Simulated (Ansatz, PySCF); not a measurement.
Reaction (SMILES): C[CH]N -> C[N]C
Each molecule is optimised on its own at B3LYP-D3(BJ)/def2-TZVP (Ansatz, an electronic-structure program), one conformer each, not searched for the lowest.

Wanted: isomerisation energy (0 K, with B3LYP-D3(BJ) harmonic zero-point energies from PySCF), in kcal/mol. Correlated levels leave the core frozen unless marked. UHF or UKS for open shells. No spin-orbit coupling. No relativistic terms. CBS marks a two-point X^-3 extrapolation of the correlation energy; Hartree-Fock from the larger set. [CCSD(T)-MP2]/basis is that difference in the basis named.

RI-MP2/CBS(cc-pVTZ,cc-pVQZ)+[CCSD(T)-MP2]/cc-pVTZ (Ansatz) gives 9.9 kcal/mol.

Q: Another calculation gave 9.3 kcal/mol. Which level was it?
A) TPSS/def2-TZVPD (PySCF)
B) SVWN5/def2-TZVPD (Ansatz)
C) HF/def2-TZVPD (PySCF)
D) revPBE/def2-TZVPD (Ansatz)

A: D, revPBE/def2-TZVPD (Ansatz). The others give 6.5 (TPSS), 13.8 (SVWN5), 2.6 (HF) kcal/mol.
